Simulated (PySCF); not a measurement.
`CC(C)/C(F)=P\CP(C)C`: 4 charge schemes on one density

Compound: C7H15FP2.
SMILES with atom numbers: `[CH3:1][CH:2]([CH3:3])/[C:4]([F:5])=[P:6]\[CH2:7][P:8]([CH3:9])[CH3:10]` (hydrogens: H11, H12, H13 on C1; H14 on C2; H15, H16, H17 on C3; H18, H19 on C7; H20, H21, H22 on C9; H23, H24, H25 on C10)

Cartesian coordinates in Å at the PBE0-D3(BJ)/def2-SVP level; atoms count from 1:
```
atom  x, y, z in Å
C1    -3.219   -0.390    0.598
C2    -1.872   -0.263   -0.119
C3    -1.881   -0.957   -1.483
C4    -1.510    1.179   -0.277
F5    -2.426    1.830   -1.013
P6    -0.226    2.124    0.287
C7     0.800    0.877    1.220
P8     1.708   -0.326    0.123
C9     2.913   -1.008    1.350
C10    2.814    0.844   -0.781
H11   -3.186    0.075    1.594
H12   -4.016    0.099    0.020
H13   -3.486   -1.451    0.721
H14   -1.093   -0.739    0.494
H15   -0.883   -0.918   -1.942
H16   -2.602   -0.476   -2.161
H17   -2.167   -2.013   -1.369
H18    0.184    0.304    1.931
H19    1.518    1.465    1.818
H20    3.468   -0.218    1.883
H21    3.633   -1.659    0.831
H22    2.377   -1.626    2.086
H23    2.214    1.454   -1.473
H24    3.369    1.515   -0.104
H25    3.534    0.266   -1.379
```

Density: PBE0/pcSseg-1 (PySCF); schemes: Mulliken, IAO, Hirshfeld and ESP-fitted. Geometry: PBE0-D3(BJ)/def2-SVP, one conformer, isolated molecule.

**Question.** Atoms with like bonding are taken together and averaged. At which atom do the 4 schemes differ most?

**Answer.** At C7: from -0.692 (Mulliken) to +0.131 e (ESP-fitted), 0.823 e apart.

**Question.** For which atoms does the sign change between the 4 schemes (beyond +0.03 e in one, beyond −0.03 e in another)?

**Answer.** C2, P6 and C7.

**Question.** Do the Mulliken, IAO, Hirshfeld and ESP-fitted schemes agree on where the charge is lowest?

**Answer.** The schemes don't all agree: Mulliken C7 (-0.692); IAO C7 (-0.628); Hirshfeld C9/C10 (-0.167); ESP-fitted C9/C10 (-0.583).

**Question.** Give the atomic charges in each scheme.

**Answer.** In e; atoms taken as equivalent share a row and are averaged (×n: the atom named and its like, n in all):

```json
{"atom": "C1/C3", "environment": "methyl carbon", "Mulliken": "-0.214", "IAO": "-0.406", "Hirshfeld": "-0.118", "ESP-fitted": "-0.543"}
{"atom": "C2", "environment": "sp3 CH carbon", "Mulliken": "-0.387", "IAO": "-0.115", "Hirshfeld": "-0.035", "ESP-fitted": "+0.043"}
{"atom": "C4", "environment": "carbon bonded to C, F and P", "Mulliken": "+0.062", "IAO": "+0.071", "Hirshfeld": "+0.048", "ESP-fitted": "+0.355"}
{"atom": "F5", "environment": "fluorine bonded to C", "Mulliken": "-0.266", "IAO": "-0.258", "Hirshfeld": "-0.064", "ESP-fitted": "-0.170"}
{"atom": "P6", "environment": "phosphorus bonded to 2 C", "Mulliken": "+0.299", "IAO": "+0.268", "Hirshfeld": "+0.039", "ESP-fitted": "-0.343"}
{"atom": "C7", "environment": "sp3 carbon bound to phosphorus", "Mulliken": "-0.692", "IAO": "-0.628", "Hirshfeld": "-0.164", "ESP-fitted": "+0.131"}
{"atom": "P8", "environment": "phosphine phosphorus", "Mulliken": "+0.255", "IAO": "+0.507", "Hirshfeld": "+0.167", "ESP-fitted": "-0.003"}
{"atom": "C9/C10", "environment": "sp3 carbon bound to phosphorus", "Mulliken": "-0.485", "IAO": "-0.607", "Hirshfeld": "-0.167", "ESP-fitted": "-0.583"}
{"atom": "H11 (×6)", "environment": "methyl hydrogen", "Mulliken": "+0.123", "IAO": "+0.142", "Hirshfeld": "+0.038", "ESP-fitted": "+0.149"}
{"atom": "H14", "environment": "methine hydrogen", "Mulliken": "+0.152", "IAO": "+0.140", "Hirshfeld": "+0.032", "ESP-fitted": "+0.123"}
{"atom": "H18/H19", "environment": "methylene hydrogen", "Mulliken": "+0.179", "IAO": "+0.149", "Hirshfeld": "+0.038", "ESP-fitted": "+0.057"}
{"atom": "H20 (×6)", "environment": "methyl hydrogen", "Mulliken": "+0.146", "IAO": "+0.149", "Hirshfeld": "+0.041", "ESP-fitted": "+0.184"}
```

Mean size of the charges over all atoms: IAO 0.242 e, ESP-fitted 0.221 e, Mulliken 0.219 e, Hirshfeld 0.067 e. Each set sums to the total charge, 0, to within 0.001 e. The IAO scheme projects the occupied orbitals on a minimal set of polarised atomic orbitals and counts the electrons in each atom's part of it. The Hirshfeld scheme weights the molecular density at each point by an atom's share of the summed free-atom densities.

Some averages cover members that differ in this geometry: C9/C10, ESP-fitted -0.732 to -0.433; C1/C3, ESP-fitted -0.642 to -0.445; H11 (×6), ESP-fitted +0.097 to +0.219; H20 (×6), ESP-fitted +0.144 to +0.255 e.

**Question.** Sum the charges by element, for elements with more than one atom.

**Answer.** 
```tsv
element	atoms	Mulliken	IAO	Hirshfeld	ESP-fitted
C	7	-2.413	-2.700	-0.721	-1.723
P	2	+0.554	+0.775	+0.206	-0.346
H	15	+2.124	+2.183	+0.579	+2.239
```

**Question.** How closely do the schemes follow one another over all atoms?

**Answer.** Correlation coefficient and root-mean-square difference: IAO with Hirshfeld 0.99, 0.215 e; Mulliken with IAO 0.94, 0.100 e; Mulliken with Hirshfeld 0.91, 0.190 e; Hirshfeld with ESP-fitted 0.69, 0.234 e; IAO with ESP-fitted 0.65, 0.243 e; Mulliken with ESP-fitted 0.52, 0.269 e.

**Question.** How many electrons does the ESP-fitted scheme count on C7?

**Answer.** Z − q = 6 − (+0.131) = 5.869.

The run behind these numbers computed NMR shieldings as well. On one thread, Intel Xeon Platinum 8488C (x86_64), shared host with 192 logical CPUs at a one-minute load of 102, this took 1.7 min of wall time and 1.2 GiB of memory at its peak.
